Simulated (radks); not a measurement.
The oxygen anion O-, [He] 2s2 2p5, held by a Watson sphere: a shell of charge +1 at radius R that stands for the Madelung well of a crystal (potential energy -1/R inside, -1/r outside, in hartree with lengths in bohr). Method: non-relativistic Kohn-Sham, PBEsol, spin-polarised, spherical densities, point nucleus; open shells are filled with parallel spins first; computed with a radial shooting solver on a logarithmic mesh with Libxc functionals. Response by self-consistent Sternheimer equations with the Hartree and adiabatic LDA kernel. The sphere does not respond.

| R (bohr) | e(2s down) (eV) | e(2p up) (eV) | e(2p down) (eV) | <r> 2p (bohr) | sum of <r^2> (bohr^2) | X-ray form factor at sin(theta)/lambda = 0.3 1/angstrom | alpha (bohr^3) |
|---|---|---|---|---|---|---|---|
| 1.69 | -22.614 | -9.309 | -7.996 | 1.378 | 15.57 | 4.182 | 8.544 |
| 1.94 | -21.841 | -8.666 | -7.375 | 1.415 | 16.31 | 4.135 | 9.908 |
| 2.04 | -21.552 | -8.418 | -7.133 | 1.428 | 16.59 | 4.122 | 10.50 |
| 2.41 | -20.587 | -7.561 | -6.292 | 1.473 | 17.52 | 4.091 | 12.87 |
| 2.42 | -20.563 | -7.539 | -6.270 | 1.474 | 17.55 | 4.090 | 12.94 |
| 2.52 | -20.330 | -7.325 | -6.059 | 1.485 | 17.77 | 4.085 | 13.64 |
| 3.53 | -18.479 | -5.567 | -4.303 | 1.575 | 19.65 | 4.069 | 21.76 |
| 3.7 | -18.238 | -5.334 | -4.068 | 1.588 | 19.91 | 4.068 | 23.32 |
| 3.72 | -18.211 | -5.307 | -4.041 | 1.589 | 19.94 | 4.068 | 23.50 |
